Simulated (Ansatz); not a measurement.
System: CH5BNO2, net charge 0, doublet state. It need not be the lowest isomer of its formula. SMILES: OB(O)[N]C
Geometry from a B3LYP-D3(BJ)/def2-TZVP (Ansatz, a quantum-chemistry and plane-wave program) optimisation:
```xyz
10

C      1.9036     0.4250    -0.2733
N      0.6971     0.6128     0.4587
B     -0.5089    -0.0988     0.1030
O     -0.4796    -1.4585    -0.0456
O     -1.7020     0.5680    -0.0299
H      2.7654     0.8524     0.2424
H      2.0837    -0.6414    -0.4725
H      1.8299     0.8986    -1.2653
H     -1.3579    -1.8376    -0.1602
H     -1.6247     1.5058     0.1728
```
Charge 0, spin multiplicity 2.

Computed values are from Ansatz. Cores are frozen in the correlated levels unless marked. UHF or UKS for open shells. Spin-orbit coupling is left out. No relativistic terms. Basis-set limits of correlation are two-point, X^-3; Hartree-Fock from the larger set.

Problem. What is the atomisation energy De at CCSD(T)/CBS(cc-pVTZ,cc-pVQZ)?

Solution. 958.4 kcal/mol.

Problem. What is the total energy at CCSD(T)/CBS(cc-pVTZ,cc-pVQZ)?

Solution. -270.9563 Eh.

Problem. What is the dipole moment at CCSD(T)/aug-cc-pVDZ?

Solution. 1.10 D.

Problem. What is the T1 diagnostic at CCSD/cc-pVQZ?

Solution. 0.015.
